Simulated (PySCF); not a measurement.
All of these have the formula C4H5FN2. Level of theory: TDDFT PBE0/def2-SVPD, vertical, gas phase, core orbitals frozen in the response (PySCF 2.14.0, density-fitted response routines). Geometries: GFN2-xTB; one conformer of each isolated species. Triplets are in the Tamm–Dancoff approximation.

Question: Rank by computed HOMO energy, highest first.
A. `Cc1cn[nH]c1F`
B. `CN1C=CN=C1F`
C. `Cn1nccc1F`
D. `C/N=C\[C@H](F)C#N`

Answer: B (-6.69 eV), A (-6.98 eV), C (-7.17 eV), D (-7.77 eV).

```tsv
SMILES	HOMO (eV)	S1 (eV)	T1 (eV)	α (au)	LUMO (eV)	S1 mainly
Cn1ccnc1F	-6.69	6.03	4.52	58.6	0.43	H→L (97%)
Cc1cn[nH]c1F	-6.98	6.35	4.63	58.6	0.45	H→L+1 (96%)
Cn1nccc1F	-7.17	6.61	4.76	59.2	0.45	H→L+1 (92%)
C/N=C\[C@H](F)C#N	-7.77	4.74	3.92	59.2	-1.09	H→L (97%)
```

H and L stand for HOMO and LUMO.
